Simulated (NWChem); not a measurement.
System: CuH$_{3}$O; SMILES [OH2]->[CuH]

```xyz
5

Cu     0.0144    -0.5357     0.0000
H     -0.0116    -2.0203     0.0000
O      0.0130     1.4541     0.0000
H     -0.4307     1.8325    -0.7700
H     -0.4307     1.8325     0.7700
```
Atoms are numbered in this order, from 1.

Program: NWChem. Pople sets run with spherical d functions. Structure relaxed at the PBE0/def2-SVP level. Vzz is the largest principal value of the second derivative of the potential at the nucleus (NWChem prints the opposite sign); η is the asymmetry. Non-relativistic.

```csv
level,Vzz Cu1 (a.u.),η Cu1,Vzz O3 (a.u.),η O3
PBE0/def2-SVP,0.082,0.59,-1.670,0.72
PBE0/6-31G*,1.086,0.13,-1.593,0.71
PBE/def2-SVP,___,___,___,0.70
PBE/6-31G*,1.309,0.16,-1.561,0.69
```

### Question
What belongs in the gaps?

### Answer

- PBE/def2-SVP, Vzz Cu1 (a.u.): 0.205
- PBE/def2-SVP, η Cu1: 0.85
- PBE/def2-SVP, Vzz O3 (a.u.): -1.644
